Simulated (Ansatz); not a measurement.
B oxide hydroxide: PBE0-D4/def2-SVP single points in Ansatz on relaxed structures, gas phase. Each cluster is the lowest isomer that a short search found in that spin, judged at the geometry's level, and lower ones may exist. Binding counts from free atoms in the multiplicity of their measured ground term, without zero-point energy. The structures are stationary points that may keep the symmetry of their start.

| species | atoms | state | geometry | HOMO (eV) | LUMO (eV) | gap (eV) | binding per atom (eV) | point group (within 0.1 Å) |
| --- | --- | --- | --- | --- | --- | --- | --- | --- |
| BO2H | 4 | singlet | PBE0-D4/def2-TZVP | -9.16 | 0.21 | 9.37 | 4.88 | Cs |
| BO3H3 | 7 | singlet | PBE-D4/def2-TZVP | -4.51 | -0.86 | 3.65 | 3.30 | – |
| B2O4H2 | 8 | singlet | PBE0-D4/def2-SVP | -8.81 | -0.05 | 8.76 | 4.85 | Cs |
| B2O5H4 | 11 | singlet | PBE-D4/def2-SVP | -8.52 | -0.50 | 8.02 | 4.44 | – |

The gap (eV) runs from 3.65 (BO3H3) to 9.37 (BO2H). It alternates from one size to the next. The binding per atom (eV) runs from 3.30 (BO3H3) to 4.88 (BO2H). It alternates from one size to the next.
